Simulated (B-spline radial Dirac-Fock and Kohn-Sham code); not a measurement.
**Atomic SCF run for O²⁺**

ΔSCF core binding energies without Breit or QED terms, calculated with a radial atomic solver. Keys: rel is the Hamiltonian (dirac, or spin-free x2c and nr, where L3 and M5 stand for the whole 2p and 3d shells), method is hf or an exchange,correlation pair (spin-unpolarised, also for the hole states), nuc the nuclear model, radius_factor scales its radius, rmax is the box in bohr, h the logarithmic mesh step, order the B-spline order, points the quadrature points per cell, c_factor scales the speed of light, and damp, ndamp, maxit and tol steer the iteration. The run stops when the commutator error falls below 10·tol·max(1, Z/10), or the numerical noise floor, and the energy has settled to about 1e-8 Ha; the virial ratio is −V/T.

Input (task.json):

```json
{"items": [{"Z": 8, "q": 2, "cfg": [[1, 0, 2], [2, 0, 2], [2, 1, 2]], "A": 16, "rrms": 2.6991, "do": "settings", "holes": ["K", "L3", "M5"],
  "settings": [{"rel": "dirac", "method": "pw91,pw91", "nuc": "fermi", "radius_factor": 1.0, "rmax": 45.0, "h": 0.3, "order": 8, "points": 10, "c_factor": 1.0, "maxit": 60, "damp": 0.5, "ndamp": 3, "tol": 1e-08}]}]}
```

Command: `python xray2_run.py task.json out`

Ground-state iterations:

```
iter   energy (Ha)        error
   1      -71.80731453  3.25e-01
   2      -73.04531190  1.08e-01
   3      -73.18870063  3.76e-02
   4      -73.20707892  1.24e-02
   5      -73.20900880  4.41e-03
   6      -73.20932346  9.83e-05
   7      -73.20932360  5.34e-06
   8      -73.20932360  6.86e-07
   9      -73.20932360  1.55e-08
```

The ground state converged in 9 iterations, with total energy -73.20932 Ha, virial ratio 2.00060 and highest orbital energy -43.35 eV. ΔSCF binding energies: K (1s) 605.4 eV. Holes are computed only in closed shells, and unreliable hole states are left out.
